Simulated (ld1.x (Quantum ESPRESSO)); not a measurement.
Results of a calculation; reference values are marked as such.
Potentials for Cl compared

Generated with ld1.x 7.5 (TM, RRKJ, ultrasoft, PAW), atompaw 4.2 or ONCVPSP 4.0.1. The cutoff is in Ry: for ld1.x and atompaw files where the sum of valence levels is converged to 10 mRy in a Bessel basis, for ONCV files where the hardest occupied wave has 1 mHa per electron of residual kinetic energy. The error is the largest all-electron minus pseudo excitation energy over each file’s own four to seven test configurations (ionisations up to +4, promotions, holes and added fractions of an electron), all of which were solved. The labels leave out finer settings (local radius, basis sizes, second energies), which also bear on the numbers. Spin-polarised tests are not counted. The rows are a selection from randomly drawn settings: files with unsolved tests, undetermined cutoffs or missed reference levels are left out.

```csv
potential,cutoff (Ry),largest error (meV),bound ghosts
"TM semilocal, LDA (PZ), scalar-relativistic, rc 1.20/1.55 (sp), local p, core correction no, reference 3s2 3p4",50,+251,none
"ultrasoft, LDA (PZ), non-relativistic, rc 1.25/1.75 (sp), local smoothed, core correction yes, reference 3s2 3p5",25,+163,none
"TM, LDA (PZ), non-relativistic, rc 0.90/1.35 (sp), local s, core correction no, reference 3s2 3p4",110,+392,none
"PAW, LDA (PZ), non-relativistic, rc 1.40/1.20 (sp), local smoothed, core correction yes, reference 3s2 3p5",18,-82,none
```

Problem. Fill in the row for Cl: TM, LDA (PZ), scalar-relativistic, rc 1.25/1.15 (sp), local smoothed, core correction yes, reference 3s2 3p5.

Solution. cutoff 70 Ry, largest error +252 meV, bound ghosts: none.

Problem. Fill in the row for Cl: PAW, LDA (PZ), scalar-relativistic, rc 1.30/1.40 (sp), local smoothed, core correction yes, reference 3s1.5 3p5.5.

Solution. cutoff 25 Ry, largest error -89 meV, bound ghosts: none.

Problem. Fill in the row for Cl: TM, BP86, scalar-relativistic, rc 1.40/1.40 (sp), local smoothed, core correction yes, reference 3s2 3p5.

Solution. cutoff 45 Ry, largest error +286 meV, bound ghosts: none.
